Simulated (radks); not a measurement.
Be3+, configuration 2s1 (not the ground configuration). All-electron calculation, non-relativistic Kohn-Sham, LDA (Slater exchange, VWN5 correlation), spin-polarised, spherical densities, point nucleus; open shells are filled with parallel spins first. Program: a radial shooting solver on a logarithmic mesh with Libxc functionals.

Normalised radial functions P(r) = r R(r), r in bohr:

```
   r/bohr * 2s up, o 2p up (the largest magnitude, 0.877, reaches the edge; | marks zero, & curves that meet)
  0.03261                             o    *
  0.04315                             o     *
  0.05755                             |o      *
  0.07676                             |o        *
   0.1016                             | o        *
   0.1355                             |  o         *
   0.1792                             |   o         *
    0.239                             |      o     *
   0.3188                             |         &
   0.4218                             |    *         o
   0.5626                         *   |                   o
   0.7504              *              |                       o
   0.9929     *                       |                          o
    1.324  *                          |                        o
    1.752      *                      |                  o
    2.337               *             |          o
    3.117                        *    |   o
    4.124                            *|o
```

2s up: eigenvalue -48.695 eV, 1 radial node at r = 0.494 bohr, <r> = 1.50 bohr, 90 % of the charge inside 2.27 bohr. 2p up (empty): eigenvalue -47.224 eV, 0 radial nodes, <r> = 1.29 bohr, 90 % of the charge inside 2.05 bohr.
